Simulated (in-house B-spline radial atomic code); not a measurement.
Ionising the chlorine ion Cl⁺ with different functionals

Computed with an all-electron radial atomic-structure program (B-spline basis): four-component Dirac-Coulomb Hamiltonian, Fermi nucleus of rms radius 3.3654 fm, spin-restricted, spherical fractional occupations for the functionals. The ionisation energy is the difference of two self-consistent energies, [Ne] 3s2 3p4 → [Ne] 3s2 3p3, without Breit or QED terms; ε is the level of the shell that loses the electron (mean over j). The electron is taken from both j subshells in proportion to 2j + 1, so the result is a j average, not the step between ground levels.

Hybrids are left out here: with spherical fractional occupations of an open shell their exact exchange keeps a self-interaction that integer-occupation calculations don't have.

| method | rung | ΔSCF (eV) | -ε(3p) (eV) |
| --- | --- | --- | --- |
| LDA VWN5 | LDA | 25.53 | 19.51 |
| relativistic LDA | LDA | 25.53 | 19.51 |
| LDA PW92 | LDA | 25.53 | 19.51 |
| LDA exchange-only | LDA | 24.11 | 18.13 |
| PBE | GGA | 25.45 | 19.42 |
| PBEsol | GGA | 25.40 | 19.38 |
| BLYP | GGA | 25.30 | 19.27 |
| RPBE | GGA | 25.43 | 19.41 |
| PW91 | GGA | 25.51 | 19.49 |
| BP86 | GGA | 25.53 | 19.51 |
| AM05 | GGA | 25.38 | 19.36 |
| OLYP | GGA | 25.44 | 19.40 |

(1) How do they compare with the NIST value?

Answers

(1) NIST lists 23.814 eV (measured, ground level to ground level). Errors run from +0.29 to +1.72 eV. The correlated functionals all miss on the same side by more than they spread, so the cause is common to them (Breit-QED terms, spin polarisation, the choice among j levels, multiplet and fine-structure energies, or a listed next ion that isn't the cheapest removal here) and closeness doesn't rank the functionals.
